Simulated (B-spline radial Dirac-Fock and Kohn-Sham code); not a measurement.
# Muonic X-ray energies, Zr to Ba

Level of theory: the Dirac equation of a negative muon with reduced mass in the field of a spherical finite nucleus, with the Uehling potential to all orders; nuclear polarisation, deformation, hyperfine structure, self-energy, higher-order vacuum polarisation, relativistic recoil and electron screening are left out; a radial finite-basis atomic code. Fermi charge distributions with a skin thickness of 2.3 fm (Gaussian below an rms radius of 2.2 fm); energies in keV. Radii are from Angeli and Marinova (2013), any marked * from an empirical formula.

| nucleus | rms radius (fm) | 2p3/2 → 1s | 3d5/2 → 2p3/2 | 4f7/2 → 3d5/2 | 2p → 1s over point nucleus without QED |
| --- | --- | --- | --- | --- | --- |
| ⁹¹Zr | 4.2845 | 2533 | 630.5 | 220.3 | 0.731 |
| ⁹³Nb | 4.324 | 2626 | 662.3 | 231.5 | 0.720 |
| ⁹⁶Mo | 4.3847 | 2714 | 694.9 | 243.0 | 0.708 |
| ⁹⁷Tc | 4.4112* | 2810 | 728.3 | 254.8 | 0.698 |
| ¹⁰¹Ru | 4.4606 | 2899 | 762.3 | 266.9 | 0.687 |
| ¹⁰³Rh | 4.4945 | 2992 | 797.2 | 279.2 | 0.677 |
| ¹⁰⁶Pd | 4.5318 | 3084 | 832.7 | 291.9 | 0.667 |
| ¹⁰⁷Ag | 4.5454 | 3183 | 869.1 | 304.8 | 0.658 |
| ¹¹²Cd | 4.5944 | 3270 | 906.0 | 318.0 | 0.647 |
| ¹¹⁵In | 4.6156 | 3365 | 943.8 | 331.5 | 0.638 |
| ¹¹⁹Sn | 4.6438 | 3458 | 982.3 | 345.3 | 0.628 |
| ¹²¹Sb | 4.6802 | 3547 | 1021 | 359.3 | 0.618 |
| ¹²⁸Te | 4.7346 | 3627 | 1061 | 373.7 | 0.607 |
| ¹²⁷I | 4.75 | 3723 | 1101 | 388.3 | 0.598 |
| ¹³¹Xe | 4.7808 | 3812 | 1142 | 403.2 | 0.589 |
| ¹³³Cs | 4.8041 | 3903 | 1184 | 418.4 | 0.580 |
| ¹³⁷Ba | 4.8314 | ? | ? | ? | ? |

Task: Fill in the row of ¹³⁷Ba.

Result: 3991 keV, 1227 keV, 433.9 keV; ratio 0.571.

Values without a named source are computed, but for edge energies of neutral atoms, which are taken from tables.
